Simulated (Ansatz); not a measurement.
Cost and result up the ladder for Ge₁₂Mo (13 atoms). Charge 0, multiplicity 1. Geometry: PBE-D4/def2-SVP.

```xyz
13

Mo    0.037   -0.191    0.148
Ge    2.035    1.692   -0.144
Ge   -0.087    2.491   -1.299
Ge    3.027   -0.471    0.780
Ge   -0.119    2.339    1.242
Ge   -2.276    0.415    1.273
Ge   -1.242    0.434   -2.153
Ge   -0.975   -2.583   -0.310
Ge    1.027   -1.246    2.196
Ge   -0.545    0.595    3.057
Ge   -2.871   -0.870   -0.759
Ge    2.018   -0.878   -1.463
Ge   -0.030   -1.724   -2.569
```

Ansatz on 2 threads of AMD EPYC 7R13 on a shared host and a share (18 GiB) of an NVIDIA H100 80GB HBM3. Times are rough, and most runs start from the orbitals of an earlier one. No level here is sound enough to serve as a yardstick. Binding counts from free atoms at the same level (Mo septet, Ge triplet; other spins of the atoms weren't run), without zero-point energy or a counterpoise term.

In the def2 sets Mo takes a core potential; there is no spin–orbit coupling. Correlated methods freeze 108 core orbitals; core or outer-core shells of Mo, Ge are correlated, in sets that lack core-valence functions. The rows differ in basis, and correlated rows in double-zeta sets carry the largest basis error. Single mean-field runs in def2-SVP, def2-TZVP are fitted with def2-universal-jkfit. No other spin state of charge 0 was run. Another isomer (singlet) lies 1.35 eV lower at PBE0-D4/def2-TZVP; other spin states weren't run for this one.

Run but left out: HF/STO-3G (restricted singlet, unstable in another Hartree–Fock run and untested here); MP2/def2-SVP (restricted singlet, unstable towards broken spin symmetry).

Correlated methods converge slowly with the basis, most of all in double-zeta sets.

```tsv
level	functions	wall time	binding energy per atom (eV)	remarks
PBE-D4/def2-SVP	415	2.8 s	3.59	–
LDA (SPW92)/def2-TZVP	616	3.6 s	4.22	restricted SCF unstable in HF
PBE0-D4/def2-SVP	415	4 s	3.35	restricted SCF unstable in HF
r2SCAN-D4/def2-TZVP	616	4.7 s	3.42	restricted SCF unstable in HF
PBE-D4/def2-TZVP (with forces)	616	5.5 s	3.61	restricted SCF unstable in HF
RPA@PBE/def2-SVP	415	10 s	2.85	–
PBE0-D4/def2-TZVP	616	11 s	3.38	restricted SCF unstable in HF
```
